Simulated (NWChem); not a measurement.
System: GeHOCl, singlet; SMILES [OH][Ge][Cl]

```xyz
4

Ge     0.4329     0.4951     0.0000
Cl    -0.1721    -1.6123     0.0000
O     -1.2145     1.1777     0.0000
H     -1.2122     2.1438     0.0000
```
Atoms are numbered in this order, from 1.

Program: NWChem. Low-valent species are run as closed-shell singlets; no triplet was tried in these runs. The geometry was optimised at PBE0/def2-SVP.

Question: Estimate the computed values for PBE/def2-TZVPP. Quantities: highest occupied level (eV); orbital gap (eV); dipole (D).

Answer: 
```json
{
  "highest occupied level (eV)": "-6.57",
  "orbital gap (eV)": "3.51",
  "dipole (D)": "3.06"
}
```
